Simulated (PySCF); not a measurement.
OS, triplet, at a GFN2-xTB geometry; PBE0/def2-TZVP run with PySCF.

PySCF was given this input:
```python
from pyscf import gto, scf, dft

mol = gto.M(
    atom='''
O    -0.00000000   -0.00000000   -0.97800273
S     0.00000000    0.00000000    0.48900137
''',
    basis='def2-tzvp',
    spin=2,
    verbose=4,
)

mf = dft.UKS(mol)
mf.xc = 'pbe0'
mf.kernel()
```

### Question
Predict the main parts of the log of this PySCF run.

### Answer

```
PySCF version 2.14.0

[INPUT] verbose = 4
[INPUT] num. atoms = 2
[INPUT] num. electrons = 24
[INPUT] charge = 0
[INPUT] spin (= nelec alpha-beta = 2S) = 2
[INPUT] symmetry False subgroup None
[INPUT] Mole.unit = angstrom
[INPUT] Symbol           X                Y                Z      unit          X                Y                Z       unit  Magmom
[INPUT]  1 O      0.000000000000   0.000000000000  -0.978002730000 AA    0.000000000000   0.000000000000  -1.848157308777 Bohr   0.0
[INPUT]  2 S      0.000000000000   0.000000000000   0.489001370000 AA    0.000000000000   0.000000000000   0.924078663837 Bohr   0.0

nuclear repulsion = 46.1721156728601
number of shells = 24
number of NR pGTOs = 109
number of NR cGTOs = 68
basis = def2-tzvp
ecp = {}

******** <class 'pyscf.dft.uks.UKS'> ********
method = UKS
initial guess = minao
damping factor = 0
level_shift factor = 0
DIIS = <class 'pyscf.scf.diis.CDIIS'>
diis_start_cycle = 1
diis_space = 8
diis_damp = 0
SCF conv_tol = 1e-09
SCF conv_tol_grad = None
SCF max_cycles = 50
direct_scf = True
direct_scf_tol = 1e-13
number electrons alpha = 13  beta = 11
XC library pyscf.dft.libxc version 7.1.2
    S. Lehtola, C. Steigemann, M. J. T. Oliveira, and M. A. L. Marques,  SoftwareX 7, 1–5 (2018)
XC functionals = pbe0
    C. Adamo and V. Barone,  J. Chem. Phys. 110, 6158 (1999)
    M. Ernzerhof and G. E. Scuseria,  J. Chem. Phys. 110, 5029 (1999)
radial grids:
    Treutler-Ahlrichs [JCP 102, 346 (1995); DOI:10.1063/1.469408] (M4) radial grids

becke partition: Becke, JCP 88, 2547 (1988); DOI:10.1063/1.454033
pruning grids: <function nwchem_prune>
grids dens level: 3
symmetrized grids: False
atomic radii adjust function: <function treutler_atomic_radii_adjust>
small_rho_cutoff = 0
Set gradient conv threshold to 3.16228e-05
tot grids = 32968
init E= -473.394712992175

cycle= 1 E= -473.097167418275  delta_E= 0.298  |g|= 0.483  |ddm|= 1.12
cycle= 2 E= -472.577080294057  delta_E= 0.52  |g|= 1.21  |ddm|= 0.832
cycle= 3 E= -473.192230174011  delta_E= -0.615  |g|= 0.0377  |ddm|= 0.616
cycle= 4 E= -473.19292748717  delta_E= -0.000697  |g|= 0.0266  |ddm|= 0.0474
cycle= 5 E= -473.193253233914  delta_E= -0.000326  |g|= 0.00818  |ddm|= 0.0164
cycle= 6 E= -473.193290739035  delta_E= -3.75e-05  |g|= 0.00188  |ddm|= 0.00818
cycle= 7 E= -473.193293131572  delta_E= -2.39e-06  |g|= 0.000532  |ddm|= 0.0022
cycle= 8 E= -473.193293337775  delta_E= -2.06e-07  |g|= 0.0002  |ddm|= 0.000702
cycle= 9 E= -473.193293359661  delta_E= -2.19e-08  |g|= 2.25e-05  |ddm|= 0.000219
cycle= 10 E= -473.193293359915  delta_E= -2.54e-10  |g|= 9.23e-07  |ddm|= 2.08e-05
Extra cycle  E= -473.193293359915  delta_E= -1.14e-13  |g|= 9.56e-07  |ddm|= 1.38e-06
converged SCF energy = -473.193293359915  <S^2> = 2.0107735  2S+1 = 3.0071737
```
